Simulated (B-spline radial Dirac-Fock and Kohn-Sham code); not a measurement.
Electron momentum distribution of Os¹⁶⁺: Compton profiles

System: Os¹⁶⁺, [Kr] 4d10 4f12 5s2.

These are calculated numbers from a radial finite-basis atomic code; the model is the impulse approximation on Dirac-Fock densities. pz is in atomic units of momentum; subshell profiles are per electron, for a selection of subshells; open shells are spread over both j values by their weights.

```csv
pz,J total,J 2s1/2,J 4p1/2,J 4f7/2,J 5s1/2
0,4.133,0.0348,0.0995,0.0679,0.312
0.2,4.119,0.0348,0.0995,0.0679,0.306
0.3,4.100,0.0348,0.0995,0.0679,0.298
0.4,4.076,0.0348,0.0994,0.0679,0.287
0.5,4.045,0.0348,0.0994,0.0679,0.274
0.6,4.009,0.0348,0.0994,0.0679,0.259
0.8,3.926,0.0347,0.0993,0.0679,0.223
1,3.833,0.0346,0.0990,0.0679,0.186
1.2,3.738,0.0346,0.0985,0.0679,0.149
1.4,3.646,0.0345,0.0978,0.0679,0.115
1.6,3.561,0.0344,0.0968,0.0679,0.0879
1.8,3.484,0.0343,0.0954,0.0679,0.0668
2,3.415,0.0341,0.0935,0.0678,0.0521
2.5,3.260,0.0337,0.0871,0.0673,0.0363
3,3.100,0.0333,0.0781,0.0662,0.0348
4,2.680,0.0321,0.0556,0.0609,0.0280
5,2.191,0.0307,0.0339,0.0518,0.0136
7,1.403,0.0273,0.0103,0.0312,0.00402
10,0.8025,0.0213,0.00630,0.0117,0.00282
15,0.3966,0.0120,0.00319,0.00201,0.000419
20,0.2201,0.00569,0.000732,0.000371,0.000341
30,0.08367,0.00126,0.000353,1.89e-05,8.01e-05
40,0.03866,0.000855,0.000235,1.59e-06,1.40e-05
60,0.01220,0.000685,5.57e-05,< 1e-6,1.00e-05
100,0.002468,0.000189,4.48e-06,< 1e-6,2.88e-06
```

J(0) = 4.133. The 5s1/2 subshell gives the largest part, 15 %.

Mean momentum ⟨p⟩ by subshell (a.u.): 1s1/2 80.2, 2s1/2 28.7, 2p1/2 37.7, 2p3/2 33.1, 3s1/2 14.5, 3p1/2 17.2, 3p3/2 15.9, 3d3/2 19.1, 3d5/2 18.6, 4s1/2 7.50, 4p1/2 8.41, 4p3/2 7.84, 4d3/2 8.70, 4d5/2 8.50, 4f5/2 8.90, 4f7/2 8.81, 5s1/2 3.81.
